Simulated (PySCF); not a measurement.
CH3ClFNSi2. Atoms are numbered in the order given.

```xyz
9

F      1.3287     0.4969     1.4897
Si     0.4070     0.1070     0.2155
Cl     1.6814    -0.5129    -1.2784
N     -0.6303     1.4731    -0.2973
C     -1.8093     0.9646    -0.1584
Si    -1.7005    -0.8527     0.5181
H     -2.7013     1.5683    -0.4143
H     -2.2064    -1.9256    -0.3869
H     -2.2577    -1.0563     1.8870
```

The structure is a stationary point at B3LYP-D3(BJ)/def2-SVP. The structure was generated by enumeration; whether it is a known compound was not checked.

The numbers are results of PBE/def2-TZVP run with PySCF, not measurements.

ESP charges are fitted to the potential on shells at 1.4 to 2.0 van der Waals radii. Atomic charges (e):

| atom | Löwdin | ESP fit |
|---|---|---|
| F1 | [?] | -0.18 |
| Si2 | -0.29 | 0.44 |
| Cl3 | 0.26 | -0.10 |
| N4 | [?] | -0.44 |
| C5 | [?] | 0.23 |
| Si6 | [?] | -0.03 |
| H7 | 0.12 | 0.06 |
| H8 | -0.02 | 0.00 |
| H9 | -0.02 | 0.02 |

Problem. What belongs in the gaps? (The exact figures need the calculation; the answer reports its results.)

Solution. 
- F1, Löwdin: 0.03
- N4, Löwdin: 0.02
- C5, Löwdin: -0.32
- Si6, Löwdin: 0.21

Problem. Give the Mayer and Wiberg (Löwdin basis) orders of the bonds. (The exact figures need the calculation; the answer reports its results.)

Solution. 
```json
[
 {"bond": "F1–Si2", "Mayer": "1.16", "Wiberg": "1.74"},
 {"bond": "Si2–Cl3", "Mayer": "1.19", "Wiberg": "1.86"},
 {"bond": "Si2–N4", "Mayer": "1.02", "Wiberg": "1.19"},
 {"bond": "N4–C5", "Mayer": "1.84", "Wiberg": "2.29"},
 {"bond": "Si2–Si6", "Mayer": "0.90", "Wiberg": "1.01"},
 {"bond": "C5–Si6", "Mayer": "0.92", "Wiberg": "1.10"},
 {"bond": "C5–H7", "Mayer": "0.89", "Wiberg": "0.89"},
 {"bond": "Si6–H8", "Mayer": "0.92", "Wiberg": "0.94"},
 {"bond": "Si6–H9", "Mayer": "0.92", "Wiberg": "0.93"}
]
```
